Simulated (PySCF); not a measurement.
## Static response to an electric field

Compound: C4H10FNSi.
Numbering: `[F:1][CH2:2][C@H:3]1[CH2:4][CH2:5][SiH2:6][NH:7]1` (hydrogens: H8, H9 on C2; H10 on C3; H11, H12 on C4; H13, H14 on C5; H15, H16 on Si6; H17 on N7)

Geometry (GFN2-xTB, Å), atoms numbered from 1 in this order:
```
atom  x, y, z in Å
F1     2.9558    0.7785    0.4883
C2     2.0939   -0.2762    0.2907
C3     0.7557    0.2241   -0.2456
C4    -0.1431   -0.9402   -0.6672
C5    -1.5822   -0.4323   -0.7233
Si6   -1.6747    0.8274    0.6997
N7     0.0330    0.9400    0.7840
H8     2.5809   -0.9509   -0.4202
H9     1.9675   -0.7656    1.2611
H10    0.9646    0.8756   -1.1098
H11   -0.0681   -1.7195    0.0940
H12    0.1843   -1.3594   -1.6201
H13   -2.2842   -1.2588   -0.6491
H14   -1.7665    0.0580   -1.6790
H15   -2.3762    2.0531    0.3029
H16   -2.2120    0.2903    1.9524
H17    0.5643    1.6678    1.2311
```

Level: wB97X-D/def2-SVPD (PySCF), static field, nuclei fixed, core orbitals frozen in the response. The polarisability tensor in these axes (au):

```
x   87.94 -3.87 -1.85
y   -3.87 74.88  4.97
z   -1.85  4.97 74.21
```

Task: What are the eigenvalues, a third of the trace, and Δα (Δα² = ½Σ(αi − αj)² over the three pairs)?

Result: Principal values 69.47, 77.89 and 89.68 au; mean 79.01 au = 11.71 Å³ = 13.03 × 10⁻⁴⁰ C²·m²/J; Δα = 17.58 au (22 % of the mean).

Task: What is the dipole moment, and where does it point?

Result: (-0.87, -1.06, -0.75) D, 1.56 D in size, pointing from the negative to the positive side. Measured along this direction, the outermost atoms are F1 at the negative end and H13 at the positive end.

Task: Refractivity n − 1 of an ideal gas of it at 273.15 K and 1 atm, from the electronic α?

Result: N = p/kT = 2.6868 × 10¹⁹ cm⁻³, so n − 1 = 2π × N × 11.71 × 10⁻²⁴ cm³ = 1977 × 10⁻⁶ at long wavelengths.

Task: In a dilute gas of rigid molecules at 250 K, how does the orientational term μ²/3kT compare with the electronic polarisability?

Result: In Gaussian units μ²/3kT = 23.63 Å³ against 11.71 Å³, a ratio of 2.02; the Debye molar polarisation (4π/3)N_A(α + μ²/3kT) is 89.1 cm³/mol, leaving out the vibrational part.

Task: Estimate the molar refractivity from the static electronic polarisability.

Result: Lorentz–Lorenz: R = (4π/3)N_A α = 2.5225 cm³/(mol·Å³) × 11.71 Å³ = 29.5 cm³/mol, in the limit of long wavelengths.

Task: Directions of the eigenvectors, and the extent of the frame along each?

Result: Largest value along (0.93, -0.31, -0.21), where the nuclei span 5.68 Å; middle along (0.37, 0.64, 0.67), 4.19 Å; least along (-0.08, -0.70, 0.71), 2.82 Å. The response follows the extents in order.

Task: Rayleigh depolarisation ratio (linearly polarised light, static tensor)?

Result: ρ = 3Δα²/(45ᾱ² + 4Δα²) = 927.4/(280926 + 1236.5) = 0.00329.

Geometry: GFN2-xTB, one conformer, isolated molecule.

The run behind these numbers computed excited states as well. Time: 66 s wall (grids of density and orbitals included); peak memory 0.95 GiB. Hardware: an Arm Neoverse V1 with one thread, on a shared host.
